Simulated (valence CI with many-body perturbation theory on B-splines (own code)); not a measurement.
**Zr XVIII: what each term of the Hamiltonian does**

Computed by relativistic CI+MBPT: five valence electrons over a frozen Dirac-Fock core [Ar], a basis of 7 s, 7 p, 8 d, 6 f, 4 g, 1 h functions for each j, with the one-electron correlation potential Σ1 (screened to all orders), the two-electron term Σ2, the three-electron term Σ3, Breit, model QED; selected single and double excitations, second order for the rest (own B-spline code, finite nucleus).

No measured spectrum was set against this ion. As an estimate, terms of the open shell hold to 2 to 4 % of their energy, and close levels can change places. Core correlation moves these levels by up to 11000 cm⁻¹, and in measured spectra 5 to 20 % of such shifts remained as error; rates that hang on mixing are uncertain with them. Only levels of the ground parity were solved; by the run's estimate the other parity begins above the list, which can be wrong where configurations are misplaced.

Each rung adds one term. CI alone is the Dirac-Coulomb CI over the frozen core; QED comes last and gives the full result, which names the levels. Energies are above 3d⁵ ⁶S_5/2 on the same rung, in eV.

Names give the largest LS component (configuration and term), which can be under half, so a name can repeat, a term be missing and a line seem to break the LS rules; names also repeat where a configuration has a term twice. Letters in brackets count levels of one name in rising energy.

```tsv
Level	CI alone	+ Σ1	+ Σ2	+ Σ3	+ Breit	Full
3d⁵ ⁴G_5/2 [a]	10.769	10.765	10.363	10.178	10.310	10.303
3d⁵ ⁴G_7/2	11.544	11.568	11.277	11.135	11.119	11.118
3d⁵ ⁴G_11/2	11.724	11.753	11.499	11.349	11.173	11.173
3d⁵ ⁴G_9/2	11.879	11.912	11.662	11.526	11.413	11.415
3d⁵ ⁴G_5/2 [b]	11.971	11.991	11.622	11.447	11.499	11.498
3d⁵ ⁴P_3/2	12.318	12.333	11.882	11.694	11.782	11.779
3d⁵ ⁴P_1/2	13.038	13.067	12.677	12.473	12.517	12.517
3d⁵ ⁴D_7/2	14.264	14.301	13.753	13.676	13.624	13.626
3d⁵ ⁴D_5/2	15.241	15.287	14.795	14.670	14.618	14.621
3d⁵ ⁴D_1/2	15.249	15.305	14.822	14.707	14.683	14.689
3d⁵ ⁴D_3/2	15.615	15.676	15.248	15.108	15.045	15.052
3d⁵ ²I_11/2	16.521	16.559	16.370	16.094	15.968	15.968
3d⁵ ²I_13/2	17.367	17.422	17.278	17.007	16.708	16.712
3d⁵ ²F_5/2 [a]	17.844	17.901	17.495	17.260	17.243	17.248
3d⁵ ²D_3/2 [a]	18.198	18.240	17.724	17.484	17.508	17.509
3d⁵ ²F_7/2 [a]	18.511	18.545	17.954	17.646	17.646	17.644
3d⁵ ⁴F_9/2	18.705	18.743	18.182	18.029	17.969	17.968
3d⁵ ⁴F_5/2	19.755	19.818	19.319	19.109	19.076	19.080
3d⁵ ²H_9/2	20.472	20.533	20.189	19.941	19.824	19.827
3d⁵ ²F_7/2 [b]	20.638	20.720	20.289	20.166	20.020	20.028
3d⁵ ⁴F_3/2	21.072	21.157	20.661	20.453	20.369	20.378
3d⁵ ²G_7/2 [a]	21.844	21.917	21.315	21.044	20.895	20.901
3d⁵ ²F_5/2 [b]	22.270	22.348	21.646	21.655	21.590	21.596
3d⁵ ²H_11/2	22.297	22.392	22.245	21.922	21.630	21.641
3d⁵ ²G_9/2 [a]	23.205	23.301	22.861	22.646	22.421	22.432
3d⁵ ²F_7/2 [c]	23.498	23.580	22.835	22.783	22.642	22.649
3d⁵ ²F_5/2 [c]	23.940	24.053	23.590	23.117	22.921	22.937
3d⁵ ²S_1/2	25.159	25.230	24.089	24.012	23.996	24.000
3d⁵ ²D_3/2 [b]	27.772	27.851	26.917	26.740	26.744	26.749
3d⁵ ²D_5/2 [a]	28.570	28.671	27.795	27.660	27.541	27.551
3d⁵ ²G_9/2 [b]	30.819	30.910	30.012	29.900	29.765	29.771
```

Q: How does the ionisation energy move along the ladder, and which term matters most?

A: CI alone 678.96, + Σ1 681.19, + Σ2 689.08, + Σ3 689.09, + Breit 689.15, + QED 689.16 eV. The largest step is Σ2, 7.89 eV. NIST lists 690 ± 3 eV (theoretical).
